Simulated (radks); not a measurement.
Values are calculated unless marked as measured or tabulated.
Species: Rb32+. Configuration: [He] 2s2 2p1 (the NIST ground configuration). Code: a radial shooting solver on a logarithmic mesh with Libxc functionals. Model: Dirac Kohn-Sham, PBE, spin-unpolarised, spherical densities, point nucleus; open shells are shared between the two j in proportion to 2j + 1.

Normalised radial functions P(r) = r R(r) (large component), r in bohr:

```
   r/bohr * 2p1/2, o 2p3/2, + 3s1/2 (the largest magnitude, 2.59, reaches the edge; | marks zero, & curves that meet)
 0.002097                             & +
 0.002603                             & +
  0.00323                             &  +
 0.004009                             &  +
 0.004976                             o*  +
 0.006176                             |&  +
 0.007665                             |&   +
 0.009513                             |o*   +
  0.01181                             | &   +
  0.01465                             |  &   +
  0.01819                             |   &  +
  0.02257                             |    o*+
  0.02801                             |     + &
  0.03477                             |    +    o*
  0.04315                             | +           &
  0.05355                            +|                o*
  0.06646                        +    |                    o*
  0.08249                    +        |                        &
   0.1024                  +          |                          &
   0.1271                  +          |                          &
   0.1577                     +       |                       &
   0.1957                             +                  &
   0.2429                             |        +   &
   0.3015                             |      &         +
   0.3741                             |  &                +
   0.4643                             |&              +
   0.5763                             &         +
   0.7153                             &   +
   0.8877                             &+
    1.102                             &
```

2p1/2: eigenvalue -3909.8 eV, 0 radial nodes, <r> = 0.140 bohr, 90 % of the charge inside 0.226 bohr. 2p3/2: eigenvalue -3836.8 eV, 0 radial nodes, <r> = 0.144 bohr, 90 % of the charge inside 0.231 bohr. 3s1/2 (empty): eigenvalue -1702.0 eV, 2 radial nodes at r = 0.0506, 0.197 bohr, <r> = 0.386 bohr, 90 % of the charge inside 0.558 bohr.
